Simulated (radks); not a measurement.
Effect of the nuclear size on the calcium ion Ca14+, [He] 2s2 2p2. Calculated with a radial shooting solver on a logarithmic mesh with Libxc functionals: Dirac Kohn-Sham, exchange-only LDA, spin-unpolarised, spherical densities, finite nucleus; open shells fill j = l - 1/2 first; Fermi nuclear charge, rms radius 3.4776 fm. The rms radius is varied about that value; shifts are against it.

\begin{tabular}{lrrrrrr}
rms radius (fm) & total energy shift (eV) & density at nucleus (e/bohr^3) & 1s1/2 shift (meV) & 2s1/2 shift (meV) & 2p1/2 shift (meV) & 3s1/2 (empty) shift (meV) \\ \hline
2.876 & -0.00960 & 6220 & -4.03 & -0.399 & 0.049 & -0.100 \\
3.2168 & -0.00438 & 6202 & -1.84 & -0.182 & 0.022 & -0.046 \\
3.4776 & 0 & 6190 & 0.000 & 0.000 & 0.000 & 0.000 \\
3.728 & 0.00452 & 6179 & 1.90 & 0.188 & -0.023 & 0.047 \\
4.0723 & 0.0112 & 6165 & 4.71 & 0.466 & -0.058 & 0.117 \\
\end{tabular}

Slopes of the eigenvalues against <r^2> in GHz/fm^2, as finite differences over the two radii next to the reference (eigenvalue slopes, not the field-shift constants of lines): 1s1/2 254, 2s1/2 25.2, 2p1/2 -3.11, 3s1/2 (empty) 6.34.
